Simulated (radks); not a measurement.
The numbers below are computed, except where a source is named.
Task: The mean radii <r> (bohr) of the occupied orbitals of an atom or ion are listed with their occupations. Code: a radial shooting solver on a logarithmic mesh with Libxc functionals. Model: Dirac Kohn-Sham, PBE, spin-unpolarised, spherical densities, point nucleus.

| orbital | occ. | <r> |
|---|---|---|
| 1s1/2 | 2 | 0.06032 |

Name the element and its charge. Open shells, if any, are shared by 2j + 1.

Result: Z = 25, manganese, charge +23: Mn23+ in [He]. The 1s radius gives Z: for a bare nucleus <r> = (2 gamma + 1)/(2Z) with gamma = sqrt(1 - (Z/c)^2), 0.05933 bohr for Z = 25, and screening makes it slightly larger (0.06032 here). The occupations add up to 2, and the charge is Z minus that.
